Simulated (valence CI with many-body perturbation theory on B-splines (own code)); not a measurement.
Te XXXVIII: calculated level list

Computed by relativistic CI+MBPT: five valence electrons over a frozen Dirac-Fock core [Ne], a basis of 11 s, 11 p, 10 d, 8 f, 5 g, 2 h functions for each j, with the one-electron correlation potential Σ1, the two-electron term Σ2, the three-electron term Σ3, Breit, model QED; selected CI, second order for the rest, scaled by the run's own slope (own B-spline code, finite nucleus).

The last digits are not significant, and no measured levels were compared; by estimate large intervals hold to a few tenths of a per cent, small ones and those within an open d or f shell to about a per cent. Among the levels kept, up to 4700 cm⁻¹ of a level comes from second order outside the variational space, and about a tenth of that is noise between levels of different J, which matters for small intervals.

Levels 91 to 135 of 169, with energies above the lowest level, (3s^2 3p1/2^2 3p3/2) J=3/2. "Leading %" is the weight of the configuration and term that name the level; weights of strongly mixed levels are sums over their largest components and can fall short. In the jj column 3d3/2^4 stands for four electrons in 3d with j = 3/2.

| No. | Configuration | Term | J | E (× 10³ cm⁻¹) | Leading % | g | Leading jj |
| --- | --- | --- | --- | --- | --- | --- | --- |
| 91 | 3s3p³3d | ²P° | 3/2 | 3256.3 | 13 | 1.310 | 3s 3p1/2 3p3/2^2 3d5/2 (59 %) |
| 92 | 3s3p³3d | ⁴D° | 3/2 | 3258.3 | 15 | 1.217 | 3s 3p1/2 3p3/2^2 3d3/2 (43 %) |
| 93 | 3s3p³3d | ²F° | 5/2 | 3258.7 | 23 | 1.135 | 3s 3p1/2 3p3/2^2 3d5/2 (45 %) |
| 94 | 3s²3p3d² | ⁴G° | 9/2 | 3267.9 | 47 | 1.183 | 3s^2 3p1/2 3d5/2^2 (50 %) |
| 95 | 3s3p³3d | ²D° | 5/2 | 3272.3 | 27 | 1.199 | 3s 3p1/2 3p3/2^2 3d3/2 (44 %) |
| 96 | 3s3p³3d | ²P° | 1/2 | 3289.4 | 30 | 1.078 | 3s 3p1/2 3p3/2^2 3d3/2 (73 %) |
| 97 | 3s²3p3d² | ⁴D° | 7/2 | 3289.8 | 24 | 1.274 | 3s^2 3p1/2 3d5/2^2 (35 %) |
| 98 | 3s²3p3d² | ⁴P° | 3/2 | 3325.0 | 18 | 1.376 | 3s^2 3p1/2 3d3/2 3d5/2 (28 %) |
| 99 | 3s3p³3d | ⁴D° | 5/2 | 3335.2 | 25 | 1.179 | 3s 3p1/2 3p3/2^2 3d5/2 (43 %) |
| 100 | 3s3p³3d | ²G° | 9/2 | 3339.6 | 42 | 1.058 | 3s 3p1/2 3p3/2^2 3d5/2 (51 %) |
| 101 | 3s3p³3d | ²F° | 7/2 | 3344.3 | 30 | 1.184 | 3s 3p1/2 3p3/2^2 3d5/2 (56 %) |
| 102 | 3s3p³3d | ⁴D° | 1/2 | 3344.5 | 42 | 0.414 | 3s 3p1/2 3p3/2^2 3d3/2 (70 %) |
| 103 | 3s²3p3d² | ⁴P° | 3/2 | 3347.7 | 19 | 1.290 | 3s 3p1/2 3p3/2^2 3d5/2 (41 %) |
| 104 | 3s3p³3d | ²F° | 5/2 | 3358.5 | 33 | 1.018 | 3s 3p1/2 3p3/2^2 3d3/2 (37 %) |
| 105 | 3s3p³3d | ²D° | 3/2 | 3362.4 | 15 | 0.952 | 3s 3p1/2 3p3/2^2 3d3/2 (51 %) |
| 106 | 3s3p³3d | ⁴D° | 7/2 | 3380.5 | 25 | 1.206 | 3s 3p1/2 3p3/2^2 3d5/2 (70 %) |
| 107 | 3s3p³3d | ²F° | 5/2 | 3385.3 | 39 | 0.986 | 3s 3p1/2 3p3/2^2 3d5/2 (64 %) |
| 108 | 3s²3p3d² | ²P° | 1/2 | 3405.0 | 22 | 0.731 | 3s 3p1/2 3p3/2^2 3d5/2 (38 %) |
| 109 | 3s3p³3d | ²G° | 7/2 | 3413.3 | 21 | 1.094 | 3s 3p1/2 3p3/2^2 3d5/2 (44 %) |
| 110 | 3s3p³3d | ²D° | 3/2 | 3413.9 | 30 | 1.084 | 3s 3p1/2 3p3/2^2 3d5/2 (56 %) |
| 111 | 3s3p³3d | ²D° | 5/2 | 3441.1 | 33 | 1.200 | 3s 3p1/2 3p3/2^2 3d5/2 (56 %) |
| 112 | 3s3p³3d | ²D° | 3/2 | 3464.4 | 13 | 1.231 | 3s 3p1/2 3p3/2^2 3d5/2 (59 %) |
| 113 | 3s²3p3d² | ²P° | 1/2 | 3492.5 | 35 | 1.162 | 3s^2 3p1/2 3d5/2^2 (40 %) |
| 114 | 3s3p³3d | ²D° | 5/2 | 3504.2 | 30 | 1.073 | 3s 3p1/2 3p3/2^2 3d5/2 (65 %) |
| 115 | 3s3p³3d | ²D° | 3/2 | 3534.6 | 30 | 1.097 | 3s 3p1/2 3p3/2^2 3d5/2 (51 %) |
| 116 | 3s3p³3d | ⁴P° | 1/2 | 3547.5 | 38 | 1.733 | 3s 3p3/2^3 3d3/2 (51 %) |
| 117 | 3s²3p3d² | ²D° | 5/2 | 3571.3 | 22 | 1.328 | 3s^2 3p3/2 3d5/2^2 (31 %) |
| 118 | 3s3p³3d | ²P° | 3/2 | 3582.4 | 25 | 1.272 | 3s^2 3p3/2 3d3/2 3d5/2 (42 %) |
| 119 | 3s²3p3d² | ²F° | 7/2 | 3587.7 | 28 | 1.159 | 3s^2 3p3/2 3d3/2 3d5/2 (47 %) |
| 120 | 3s²3p3d² | ⁴G° | 11/2 | 3587.8 | 85 | 1.248 | 3s^2 3p3/2 3d3/2 3d5/2 (49 %) |
| 121 | 3s²3p3d² | ⁴D° | 1/2 | 3604.0 | 23 | 0.823 | 3s^2 3p3/2 3d3/2^2 (51 %) |
| 122 | 3s²3p3d² | ⁴F° | 9/2 | 3604.3 | 41 | 1.227 | 3s^2 3p3/2 3d3/2 3d5/2 (61 %) |
| 123 | 3s3p²3d² | ⁶G | 3/2 | 3607.2 | 52 | 0.301 | 3s 3p1/2^2 3d3/2^2 (80 %) |
| 124 | 3s²3p3d² | ⁴F° | 7/2 | 3612.3 | 20 | 1.146 | 3s^2 3p3/2 3d3/2^2 (38 %) |
| 125 | 3s²3p3d² | ⁴F° | 5/2 | 3616.5 | 30 | 1.078 | 3s^2 3p3/2 3d3/2^2 (58 %) |
| 126 | 3s²3p3d² | ²F° | 5/2 | 3623.3 | 26 | 1.083 | 3s^2 3p3/2 3d3/2 3d5/2 (29 %) |
| 127 | 3s²3p3d² | ⁴D° | 1/2 | 3624.1 | 26 | 0.620 | 3s 3p1/2 3p3/2^2 3d3/2 (28 %) |
| 128 | 3s²3p3d² | ⁴D° | 3/2 | 3624.3 | 26 | 0.939 | 3s^2 3p3/2 3d3/2^2 (62 %) |
| 129 | 3s²3p3d² | ⁴D° | 7/2 | 3646.9 | 50 | 1.289 | 3s^2 3p3/2 3d3/2 3d5/2 (51 %) |
| 130 | 3s3p²3d² | ⁶G | 5/2 | 3647.3 | 34 | 1.059 | 3s 3p1/2^2 3d3/2^2 (69 %) |
| 131 | 3s²3p3d² | ⁴P° | 5/2 | 3660.5 | 37 | 1.398 | 3s^2 3p3/2 3d3/2 3d5/2 (80 %) |
| 132 | 3s3p³3d | ⁴F° | 9/2 | 3666.2 | 31 | 1.206 | 3s 3p3/2^3 3d5/2 (56 %) |
| 133 | 3s²3p3d² | ²F° | 7/2 | 3683.1 | 46 | 1.166 | 3s^2 3p3/2 3d5/2^2 (41 %) |
| 134 | 3s²3p3d² | ⁴S° | 3/2 | 3704.7 | 25 | 1.443 | 3s^2 3p3/2 3d3/2^2 (37 %) |
| 135 | 3s3p²3d² | ⁶D | 1/2 | 3736.0 | 45 | 2.771 | 3s 3p1/2^2 3d3/2^2 (71 %) |

Where two levels of one J and parity lie close, their mixing, g and order are uncertain.
